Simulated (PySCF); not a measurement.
Compound: C₇H₈NPS.
Numbering: `[CH2:1]=[CH:2][c:3]1[cH:4][p:5][cH:6][c:7]([S:8][CH3:9])[n:10]1`

Cartesian coordinates in Å at the GFN2-xTB level; atoms count from 1:
```xyz
18
C7H8NPS angstrom
C      1.549    1.992   -0.636
C      1.872    0.727   -0.871
C      1.029   -0.411   -0.507
C      1.466   -1.697   -0.804
P      0.586   -3.147   -0.440
C     -0.802   -2.443    0.307
C     -0.957   -1.071    0.465
S     -2.442   -0.523    1.251
C     -2.190    1.270    1.226
N     -0.124   -0.125    0.096
H      2.195    2.806   -0.918
H      0.622    2.241   -0.150
H      2.805    0.476   -1.359
H      2.422   -1.810   -1.298
H     -1.589   -3.089    0.670
H     -1.290    1.505    1.786
H     -3.064    1.711    1.694
H     -2.095    1.596    0.196
```

Definitions: NICS(0) = −σiso at the ring centroid; NICS(1) = −σiso and NICS(1)zz = −σzz at ±1 Å along the ring normal z. Level: GIAO PBE0/pcSseg-1 (PySCF, non-relativistic, gas phase) on the GFN2-xTB geometry, one conformer.

Ring bond lengths (Å), with Mayer bond orders in brackets: C3–C4 1.390 (1.34), C4–P5 1.735 (1.29), P5–C6 1.726 (1.37), C6–C7 1.390 (1.29), C7–N10 1.314 (1.48), N10–C3 1.332 (1.45).

Problem. What do the NICS probes read (ppm)?

Solution. 
```json
{"ring": "C3–C4–P5–C6–C7–N10", "type": "6-membered ring with N and P; formal bonds all aromatic", "NICS(0)": "-4.2", "NICS(1), two faces": "-8.6 / -8.6", "NICS(1)zz, two faces": "-19.5 / -19.5", "rms pucker (Å)": "0.00", "centre to ring atoms, mean (Å)": "1.47"}
```

Problem. What do they say, and how far can they be read as aromaticity?

Solution. 
- C3–C4–P5–C6–C7–N10: mean NICS(1)zz -19.5 ppm, shielded.

Problem. How equal are the bonds by HOMA? HOMA = 1 − mean of α(R − Ropt)² over the ring bonds, with Krygowski's 1993 parameters (CC: Ropt 1.388 Å, α 257.7 Å⁻²; CN: Ropt 1.334 Å, α 93.52 Å⁻²; CP: Ropt 1.698 Å, α 118.91 Å⁻²).

Solution. 
- C3–C4–P5–C6–C7–N10: HOMA 0.95; the largest term is that of C4–P5, α(R − Ropt)² = 0.17.

Problem. What is the mean of the two in-plane components of NICS at the first NICS(1) probe listed for ring C3–C4–P5–C6–C7–N10, 1 Å off the ring?

Solution. The isotropic value is a third of the trace: (3 × -8.6 − (-19.5))/2 = -3.1 ppm.

Problem. Give the inner angles of the rings and the Hirshfeld charges of the ring atoms.

Solution. 
- C3–C4–P5–C6–C7–N10: C3 124.6° (+0.066 e), C4 124.7° (-0.125 e), P5 99.1° (+0.134 e), C6 122.8° (-0.129 e), C7 127.4° (+0.049 e), N10 121.4° (-0.131 e); sum 720.0° against 720° for a flat convex ring.

Problem. What are the shieldings of the ring atoms and their hydrogens in the same run (means over atoms taken as equivalent)?

Solution. 
| atoms | environment | σ isotropic (ppm) | principal values of the symmetric part, first atom (ppm) |
| --- | --- | --- | --- |
| C3 | substituted aromatic carbon | 27.3 | -70.9, 4.3, 148.6 |
| C4 | aromatic CH carbon | 40.7 | -108.4, 58.3, 172.0 |
| P5 | phosphorus bonded to 2 C | 51.2 | -292.3, -80.3, 526.3 |
| C6 | aromatic CH carbon | 34.6 | -127.8, 56.6, 174.9 |
| C7 | substituted aromatic carbon | 15.7 | -63.6, -14.9, 125.7 |
| N10 | pyridine-type nitrogen | -51.4 | -338.9, -111.9, 296.5 |
| H14 | aromatic hydrogen | 23.69 | 20.7, 21.6, 28.8 |
| H15 | aromatic hydrogen | 23.02 | 18.9, 20.5, 29.7 |
